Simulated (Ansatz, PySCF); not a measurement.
The pair A = H2S (SMILES S) (first 3 atoms), B = GeH4 (SMILES [GeH4]); geometry from B3LYP-D3(BJ)/def2-TZVP.
(charge 0, multiplicity 1):
```xyz
8

S      0.15623    -0.37545    -0.31385
H      0.27778    -1.63364     0.13844
H     -1.17204    -0.37164    -0.11926
Ge    -0.00980     0.18849     3.50022
H     -0.13760     0.33895     5.02658
H     -1.01676    -0.86829     3.02072
H      1.41466    -0.26275     3.15253
H     -0.31479     1.53383     2.82949
```

Frozen-core correlation. Filled d and f shells under p-block atoms count as core. Rows in 6-31G* carry no dispersion term and start afresh at each structure (6-31G* with six Cartesian d functions); the Pople sets are all-electron and without relativity.

Programs: Ansatz (an electronic-structure program); PySCF for 6-31G* rows. Each number belongs to the level named beside it.

Total energies (hartree), monomers frozen at their geometry in the pair:

```tsv
structure	B3LYP/6-31G*	B3LYP/def2-TZVPPD	CCSD(T)/def2-TZVPPD
AB	-2478.5382679	-2478.8703681	-2476.7862356
A in the pair's basis	-399.3860492	-399.4280614	-398.9336644
B in the pair's basis	-2079.1533116	-2079.4430595	-2077.8512314
A	-399.3853802	-399.4280058	-398.9333531
B	-2079.1532329	-2079.4429744	-2077.8510203
```

Q: Work out the interaction energy without and with the counterpoise correction, and the superposition error, for each level.

A: 
E(AB) − E(A) − E(B), times 627.509 kcal/mol, with the monomers in their own basis and then in the pair's basis:
- B3LYP/6-31G*: 0.22 uncorrected, 0.69 corrected; the monomers gain 0.47 kcal/mol from borrowed functions
- B3LYP/def2-TZVPPD: 0.38 uncorrected, 0.47 corrected; the monomers gain 0.09 kcal/mol from borrowed functions
- CCSD(T)/def2-TZVPPD: -1.17 uncorrected, -0.84 corrected; the monomers gain 0.33 kcal/mol from borrowed functions
